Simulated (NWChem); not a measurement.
Molecule: CH$_{2}$F$_{2}$O$_{2}$Si; SMILES F[Si]1(F)OCO1

```xyz
8

F      0.0000    -1.2634     1.3423
Si     0.0000     0.0000     0.3727
F      0.0000     1.2634     1.3423
O     -1.1048     0.0000    -0.8650
C      0.0000     0.0000    -1.7719
O      1.1048     0.0000    -0.8650
H      0.0000    -0.9092    -2.3954
H      0.0000     0.9092    -2.3954
```
Atoms are numbered in this order, from 1.

Computed with NWChem. Coordinates come from a PBE0/def2-SVP optimisation. Level: PBE0/def2-SVP with SMD (1 M gas to 1 M solution), gas-phase geometry. Reactions with the solvent are ignored.

For solvent toluene:

```yaml
cavity-dispersion-structure term (kcal/mol): -0.5
dipole in solution (D): 1.69
```

Problem. What are these values for solvent water?

Solution. 
| Item | Result |
|---|---|
| cavity-dispersion-structure term (kcal/mol) | 2.8 |
| dipole in solution (D) | 1.88 |
